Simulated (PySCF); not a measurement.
C4H5NSSe.
Bonds: C1–Se2, Se2–C3, C3–C4 (aromatic), C4–N5 (aromatic), N5–C6 (aromatic), C6–S7 (aromatic), C3–S7 (aromatic). Hydrogens: H8, H9, H10 on C1; H11 on C4; H12 on C6.

Computed by this run: PySCF, PBE0-D3(BJ)/def2-SVP geometry optimisation, gas phase; density fitting, grid level 2; the optimiser is geomeTRIC in internal coordinates, started from a GFN2-xTB structure.

Step 0: E = -81870.4612 eV
```
atom  x, y, z in Å  |  force x, y, z in eV/Å
C1     -2.4514   -0.6227   -0.3483    0.440   0.486   0.098
Se2    -1.6650    1.1492   -0.1175   -0.162  -0.091  -0.032
C3      0.1319    0.6347    0.1333   -0.516  -0.336  -0.100
C4      1.1938    1.4707    0.3559   -0.313  -0.219  -0.067
N5      2.3841    0.8576    0.5042    0.788   0.514   0.164
C6      2.2876   -0.4151    0.4073   -0.473  -0.403  -0.110
S7      0.6810   -1.0128    0.1133   -0.002   0.345   0.025
H8     -2.2828   -1.2122    0.5498   -0.006  -0.236   0.295
H9     -2.0039   -1.1056   -1.2140    0.085  -0.199  -0.307
H10    -3.5165   -0.4770   -0.5076   -0.367   0.079  -0.055
H11     1.1313    2.5423    0.4155   -0.089   0.616   0.027
H12     3.1110   -1.0946    0.4925    0.614  -0.556   0.063
```

Step 1: E = -81870.5024 eV
```
atom  x, y, z in Å  |  force x, y, z in eV/Å
C1     -2.4384   -0.6153   -0.3461   -0.105  -0.081  -0.021
Se2    -1.6783    1.1485   -0.1200    0.042   0.021   0.008
C3      0.1190    0.6358    0.1323    0.062  -0.008   0.008
C4      1.1895    1.4720    0.3552    0.004   0.104   0.009
N5      2.3990    0.8642    0.5068    0.000  -0.003  -0.001
C6      2.2936   -0.4224    0.4070    0.041  -0.006   0.007
S7      0.6833   -0.9982    0.1157   -0.039  -0.037  -0.009
H8     -2.2875   -1.2241    0.5569   -0.005   0.023  -0.026
H9     -2.0074   -1.1165   -1.2247   -0.013   0.020   0.025
H10    -3.5166   -0.4655   -0.5067    0.063  -0.013   0.009
H11     1.1175    2.5614    0.4145    0.006  -0.059  -0.003
H12     3.1274   -1.1257    0.4932   -0.055   0.040  -0.006
```

Q: Estimate the geometry and energy of step 2. (The exact step hangs on the optimiser's Hessian estimate; all steps are aligned on step 1, rigid shifts and turns removed.)

A: E = -81870.5029 eV, largest force 0.070 eV/Å
```
atom  x, y, z in Å  |  force x, y, z in eV/Å
C1     -2.4476   -0.6175   -0.3476    0.004  -0.014   0.000
Se2    -1.6707    1.1435   -0.1193   -0.013  -0.012  -0.003
C3      0.1273    0.6313    0.1329   -0.030   0.026  -0.004
C4      1.1933    1.4743    0.3560   -0.025  -0.031  -0.005
N5      2.4035    0.8682    0.5079   -0.002  -0.026  -0.001
C6      2.2987   -0.4184    0.4081    0.069  -0.009   0.009
S7      0.6914   -1.0025    0.1158   -0.016   0.050   0.002
H8     -2.3009   -1.2276    0.5540    0.004   0.005   0.002
H9     -2.0214   -1.1201   -1.2264    0.004   0.005   0.000
H10    -3.5229   -0.4597   -0.5069    0.004   0.013   0.001
H11     1.1178    2.5617    0.4147   -0.002  -0.005  -0.001
H12     3.1326   -1.1187    0.4950    0.002  -0.002   0.000
```

The energy changes by -0.0005 eV. The first-order estimate −F·Δx gives -0.0018 eV and the mean of the old and new forces, exact on a quadratic surface, -0.0005 eV. The step makes an angle of 76° with the force vector and moves no atom by more than 0.015 Å.

What follows is the cost of the whole optimisation. Time: 40 s; peak memory 0.71 GiB. Hardware: Arm Neoverse V1, one thread, shared host with 32 logical CPUs at a one-minute load of 20.
